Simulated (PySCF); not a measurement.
CHN, charge -1, doublet, at a GFN2-xTB geometry (a state made from the parent by changing its charge; the spin is typed, not shown lowest), with bond 2-1 at 2.0 times its length; HF/6-311G** in PySCF.

The PySCF input:
```python
from pyscf import gto, scf

mol = gto.Mole()
mol.atom = '''
    C    -0.47037547    0.30848606   -0.07955998
    N     1.71169591   -0.75334522    0.21867196
    H    -1.52236873   -0.29390926   -0.00953208
'''
mol.basis = '6-311g**'
mol.charge = -1
mol.spin = 1
mol.verbose = 4
mol.build()

mf = scf.UHF(mol)
mf.diis = False
mf.max_cycle = 100
mf.kernel()
mf.analyze()
```

What the program printed (banner, timings and long lists left out):

```
PySCF version 2.14.0

[INPUT] verbose = 4
[INPUT] num. atoms = 3
[INPUT] num. electrons = 15
[INPUT] charge = -1
[INPUT] spin (= nelec alpha-beta = 2S) = 1
[INPUT] symmetry False subgroup None
[INPUT] Mole.unit = angstrom
[INPUT] Symbol           X                Y                Z      unit          X                Y                Z       unit  Magmom
[...]
nuclear repulsion = 12.8362950549144
number of shells = 20
number of NR pGTOs = 70
number of NR cGTOs = 42
basis = 6-311g**
ecp = {}

******** <class 'pyscf.scf.uhf.UHF'> ********
method = UHF
initial guess = minao
damping factor = 0
level_shift factor = 0
DIIS disabled
SCF conv_tol = 1e-09
SCF conv_tol_grad = None
SCF max_cycles = 100
direct_scf = True
direct_scf_tol = 1e-13
number electrons alpha = 8  beta = 7
Set gradient conv threshold to 3.16228e-05
init E= -91.6842468611662

cycle= 1 E= -92.0849257866956  delta_E= -0.401  |g|= 0.657  |ddm|= 0.996
cycle= 2 E= -89.6324702050521  delta_E= 2.45  |g|=  1.8  |ddm|= 2.83
cycle= 3 E= -84.574241799716  delta_E= 5.06  |g|= 3.09  |ddm|= 4.97
cycle= 4 E= -77.5924449909692  delta_E= 6.98  |g|= 3.15  |ddm|= 5.94

cycle= 5 E= -75.1181590989206  delta_E= 2.47  |g|= 4.33  |ddm|= 7.13

cycle= 6 E= -75.3505009139171  delta_E= -0.232  |g|= 3.71  |ddm|= 7.16

cycle= 7 E= -75.0719082723375  delta_E= 0.279  |g|= 4.36  |ddm|= 7.15

cycle= 8 E= -75.3352398492666  delta_E= -0.263  |g|= 3.72  |ddm|= 7.15

cycle= 9 E= -75.0714768114785  delta_E= 0.264  |g|= 4.36  |ddm|= 7.15

cycle= 10 E= -75.3350539649759  delta_E= -0.264  |g|= 3.72  |ddm|= 7.15

cycle= 11 E= -75.0714724264675  delta_E= 0.264  |g|= 4.36  |ddm|= 7.15

cycle= 12 E= -75.3350516573972  delta_E= -0.264  |g|= 3.72  |ddm|= 7.15

cycle= 13 E= -75.0714723798082  delta_E= 0.264  |g|= 4.36  |ddm|= 7.15

cycle= 14 E= -75.3350516284413  delta_E= -0.264  |g|= 3.72  |ddm|= 7.15

cycle= 15 E= -75.0714723792904  delta_E= 0.264  |g|= 4.36  |ddm|= 7.15

cycle= 16 E= -75.3350516280745  delta_E= -0.264  |g|= 3.72  |ddm|= 7.15

cycle= 17 E= -75.0714723792844  delta_E= 0.264  |g|= 4.36  |ddm|= 7.15

cycle= 18 E= -75.3350516280699  delta_E= -0.264  |g|= 3.72  |ddm|= 7.15

cycle= 19 E= -75.0714723792844  delta_E= 0.264  |g|= 4.36  |ddm|= 7.15

cycle= 20 E= -75.3350516280698  delta_E= -0.264  |g|= 3.72  |ddm|= 7.15

cycle= 21 E= -75.0714723792843  delta_E= 0.264  |g|= 4.36  |ddm|= 7.15

cycle= 22 E= -75.3350516280698  delta_E= -0.264  |g|= 3.72  |ddm|= 7.15

cycle= 23 E= -75.0714723792844  delta_E= 0.264  |g|= 4.36  |ddm|= 7.15

[...]
SCF not converged.
Total Energy =                         -75.335051628069792
[...]
**** MO energy ****
                             alpha | beta                alpha | beta
[...]
To work with the spin densities directly, `use mulliken_meta_spin()` only printing them here.

 ** Mulliken spin pop alpha/beta on meta-lowdin orthogonal AOs **
 ** Mulliken Spin Density (per AO)  **
spin_pop of  0 C 1s        0.00000
spin_pop of  0 C 2s        0.01876
spin_pop of  0 C 3s        0.26548
spin_pop of  0 C 4s        0.01390
spin_pop of  0 C 2px       0.02257
spin_pop of  0 C 2py       0.00459
spin_pop of  0 C 2pz       0.00039
spin_pop of  0 C 3px       0.18345
spin_pop of  0 C 3py       0.18537
spin_pop of  0 C 3pz       0.01022
spin_pop of  0 C 4px       0.00206
spin_pop of  0 C 4py       0.00045
spin_pop of  0 C 4pz       0.00001
spin_pop of  0 C 3dxy      0.04738
spin_pop of  0 C 3dyz      0.00026
spin_pop of  0 C 3dz^2     0.00657
spin_pop of  0 C 3dxz      0.00124
spin_pop of  0 C 3dx2-y2    0.00005
spin_pop of  1 N 1s       -0.00004
spin_pop of  1 N 2s        0.00004
spin_pop of  1 N 3s        0.00072
spin_pop of  1 N 4s        0.00002
spin_pop of  1 N 2px       0.00011
spin_pop of  1 N 2py      -0.00001
spin_pop of  1 N 2pz      -0.00000
spin_pop of  1 N 3px       0.00137
spin_pop of  1 N 3py       0.00003
spin_pop of  1 N 3pz       0.00001
spin_pop of  1 N 4px       0.00002
spin_pop of  1 N 4py      -0.00000
spin_pop of  1 N 4pz      -0.00000
spin_pop of  1 N 3dxy      0.00000
spin_pop of  1 N 3dyz     -0.00000
spin_pop of  1 N 3dz^2     0.00000
spin_pop of  1 N 3dxz      0.00000
spin_pop of  1 N 3dx2-y2    0.00000
spin_pop of  2 H 1s        0.00448
spin_pop of  2 H 2s        0.20408
spin_pop of  2 H 3s        0.00303
spin_pop of  2 H 2px       0.01734
spin_pop of  2 H 2py       0.00566
spin_pop of  2 H 2pz       0.00041
 ** Mulliken Spin Density (per atom)  **
spin density of  0 C =      0.76274
spin density of  1 N =      0.00228
spin density of  2 H =      0.23499
 ** Mulliken pop alpha/beta on meta-lowdin orthogonal AOs **
 ** Mulliken pop       alpha | beta **
In total             8.00000 | 7.00000
 ** Mulliken atomic charges   ( Nelec_alpha | Nelec_beta ) **
charge of  0C =     -4.71547  (     5.73910      4.97637 )
charge of  1N =      4.96838  (     1.01695      1.01467 )
charge of  2H =     -1.25291  (     1.24395      1.00896 )

WARN: System has nonzero charge -1; the dipole moment is origin-dependent.
Location of origin: [0. 0. 0.]

Dipole moment(X, Y, Z, Debye): 66.03956, -26.94207,  8.02931
```

The run did not converge; its last values are not results.
